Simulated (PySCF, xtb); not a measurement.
FGeH5Si, SMILES F[SiH2][GeH3].

GFN2-xTB (xtb) at its own geometry gives an orbital gap of 5.06 eV and a dipole moment of 1.57 D.

Coordinates come from a B3LYP-D3(BJ)/def2-SVP optimisation. The structure was generated by enumeration, and PubChem lists no compound with its InChIKey, so it may never have been made.

### Question
What does PBE0/def2-TZVPD (PySCF) give? (Estimate from the structure and the level; the computed values follow.)

### Answer
gap 7.65 eV (levels -8.35 and -0.70 eV), dipole 1.37 D.
